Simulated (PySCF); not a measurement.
Series HO-SiH2-X, proton removed: substituent effects on one reactive site. Isolated molecules, 0 K electronic values unless said otherwise. One relaxed conformer stands for each flexible species; it need not be the lowest. The site is fixed along the series; a substituent can offer a better one. Strings in code marks are SMILES.

The vertical detachment energy (Delta-SCF) from two functionals at the same geometries (CAM-B3LYP-D3(BJ)/def2-TZVPD), both in PySCF: PBE-D3(BJ)/def2-TZVPD and CAM-B3LYP-D3(BJ)/def2-TZVPD. Delta-SCF ions had no search for a lower state. 

```json
[
 {"species": "X = chloro, proton removed (`[O-][SiH2]Cl`)", "CAM-B3LYP-D3(BJ)/def2-TZVPD (eV)": "4.30"},
 {"species": "X = hydroxy, proton removed (`[O-][SiH2]O` (O–Si–O–H torsion 180°))", "CAM-B3LYP-D3(BJ)/def2-TZVPD (eV)": "3.70"},
 {"species": "X = cyano, proton removed", "CAM-B3LYP-D3(BJ)/def2-TZVPD (eV)": "4.53"},
 {"species": "X = ethynyl, proton removed (`C#C[SiH2][O-]`)", "CAM-B3LYP-D3(BJ)/def2-TZVPD (eV)": "3.87"},
 {"species": "X = borono, proton removed (`[O-][SiH2]B(O)O`)", "CAM-B3LYP-D3(BJ)/def2-TZVPD (eV)": "3.88"},
 {"species": "X = carbamoyl, proton removed (`NC(=O)[SiH2][O-]` (O–C–Si–O torsion 180°))", "CAM-B3LYP-D3(BJ)/def2-TZVPD (eV)": "3.86"}
]
```

**Question.** What does PBE-D3(BJ)/def2-TZVPD give for each?

**Answer.** 
- X = chloro, proton removed (`[O-][SiH2]Cl`): 4.03
- X = hydroxy, proton removed (`[O-][SiH2]O` (O–Si–O–H torsion 180°)): 3.44
- X = cyano, proton removed: 4.34
- X = ethynyl, proton removed (`C#C[SiH2][O-]`): 3.66
- X = borono, proton removed (`[O-][SiH2]B(O)O`): 3.55
- X = carbamoyl, proton removed (`NC(=O)[SiH2][O-]` (O–C–Si–O torsion 180°)): 3.21
Over these rows, drawn at random from the members with no instability flagged (it was tested for open shells, ions and some series alone), PBE minus CAM-B3LYP-D3(BJ): mean -0.32 eV, from -0.65 eV to -0.19 eV.
